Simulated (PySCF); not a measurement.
C6H5, SMILES c1[c]cccc1 (connectivity only; charge and spin as stated), charge +1, multiplicity 1.

Geometry: B3LYP-D3(BJ)/def2-SVP. The spin state was assumed, not searched. The isomer is the one that the SMILES or the coordinates give; other isomers of the formula were not compared.

Calculation: SMD-PBE0/def2-SVP run with PySCF.

Solvation free energies are E(SMD) − E(gas) at the gas-phase geometry, for 1 M in both phases.

| solvent | ΔG(solv) (kcal/mol) | its non-electrostatic (CDS) part |
|---|---|---|
| water | -58.9 | 2.9 |
| acetone | -61.3 | -1.7 |
| 2-propanol | -60.1 | -0.8 |
